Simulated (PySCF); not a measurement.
C5H8F3OP.
SMILES: `CC[P@](C)(=O)C(F)=C(F)F`

Torsions of this conformer, `[CH3:1][CH2:2][P@:3]([CH3:4])(=[O:5])[C:6]([F:7])=[C:8]([F:9])[F:10]`: C1–C2–P3–C4 -56°, C2–P3–C6–F7 -73°.

The closed-shell ground state was solved at several levels (PySCF, density fitting, gas phase, non-relativistic). One conformer (not necessarily the lowest) at the PBE0-D3(BJ)/def2-SVP geometry, without solvent, vibrations or thermal averaging.

| level | basis functions | HOMO (eV) | LUMO (eV) | gap (eV) | dipole (D) |
| --- | --- | --- | --- | --- | --- |
| wB97X-D/pcSseg-1 | 217 | -9.57 | 1.51 | 11.08 | 3.69 |
| PBE0/pcSseg-1 | 217 | -7.67 | -0.26 | 7.41 | 3.63 |

(1) Estimate the row for CAM-B3LYP/def2-SVPD, a basis of 280 functions; the other rows only guide the guess.

(2) Over all these levels, which gives the widest orbital gap and which the narrowest?

(3) How far do the dipole and the HOMO energy spread over the levels?

## Answers

(1) HOMO -9.18 eV, LUMO 0.68 eV, gap 9.86 eV, dipole 4.02 D.

(2) wB97X-D/pcSseg-1 (range-separated hybrid) has the widest, 11.08 eV, and PBE0/pcSseg-1 (global hybrid, 25 % exact exchange) the narrowest, 7.41 eV. The two share the basis. From the narrowest to the widest the HOMO moves by -1.90 eV and the LUMO by +1.77 eV.

(3) The dipole runs from 3.63 to 4.02 D (mean 3.78 D) and the HOMO from -9.57 to -7.67 eV.
